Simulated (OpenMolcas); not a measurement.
## Ni4+: moving or changing the point charges

Ni4+ among 4 point charges of -2 e arranged as a square (D4h), 1.75 Å from the ion.

```yaml
Program: OpenMolcas 26.06
Method: CASSCF
Basis: ANO-RCC-VTZP [6s5p3d2f1g]
Scalar_Hamiltonian: DKH2, point nucleus
Active_space: 6 electrons in 5 orbitals (3d)
State_averaging: 2S+1 = 5 even, 5 roots; 2S+1 = 3 even, 45 roots; 2S+1 = 1 even, 50 roots
Spin-orbit_coupling: RASSI with atomic mean-field integrals over the reference wave functions
```

Runs around this geometry, states (labels of D4, the rotations of D4h). Energies in cm-1 above the lowest state or level, χT in cm3 K/mol.

```csv
R (Å),q (e),Ground state,First state of that spin,First gap with spin-orbit (degeneracies),χT at 300 K,First state of another spin
1.75,-1.3,5A1,5E 1314,"49.2 (1, 2)",4.621,3E 30282
1.65,-2,5A1,5E 2684,"38.9 (1, 2)",3.983,3E 29778
1.75,-2,5A1,5E 2289,"41.9 (1, 2)",4.121,3A2 30263
1.87,-2,5A1,5E 1917,"44.8 (1, 2)",4.283,3A2 30547
```

Taking the first state of the same spin as R^-n, n = -ln(1917 / 2684) / ln(1.87 / 1.65) = 2.7 between the shortest and longest distance.

Scaling the charges by -1.3 / -2 = 0.65 scales the first state of the same spin by 1314 / 2289 = 0.57; with fixed orbitals a first-order splitting would follow the charge.

Without dynamic correlation the repulsion within the d shell is too large (B by tens of per cent), so at a given field states of lower spin stand too high. Point charges give a weaker field than real ligands, and real ions of this kind are often low spin; the high spin found here belongs to the model. This is an electrostatic model: the charges have no orbitals. No measured value stands beside these numbers.
